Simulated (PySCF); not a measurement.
**Working out the ionisation energy of Mn²⁺**

Mn²⁺ [Ar] 3d5 (6S) → Mn³⁺ [Ar] 3d4 (5D). All numbers are calculated (PySCF 2.14, the spin-free X2C one-electron Hamiltonian (Gaussian nucleus), in x2c-TZVPPall with one added diffuse shell each of s, p, d, f type (7s6p5d3f1g, 80 functions)). Frozen: [Ar]. Energies in hartree (1 hartree = 27.21139 eV):

```tsv
part	Mn²⁺ (lower)	Mn³⁺ (upper)
UHF	-1156.607101	-1155.418081
CCSD correlation	-0.073529	-0.042089
(T)	-0.000749	-0.000205
```

Task: What does Hartree-Fock give?

Result: (-1155.418081) − (-1156.607101) = 1.189020 hartree = 32.355 eV.

Task: What do CCSD and CCSD(T) give?

Result: The CCSD correlation energies differ by 0.031440 hartree = 0.856 eV and the triples by 0.000544 hartree = 0.015 eV, so CCSD gives 33.211 eV and CCSD(T) 33.226 eV.

Reference: 33.668 ± 0.012 eV (measured; NIST Atomic Spectra Database, ionization energies), between the lowest levels; spin-orbit coupling is absent from the calculation.

What remains against the reference includes basis incompleteness, the frozen core and higher excitations.
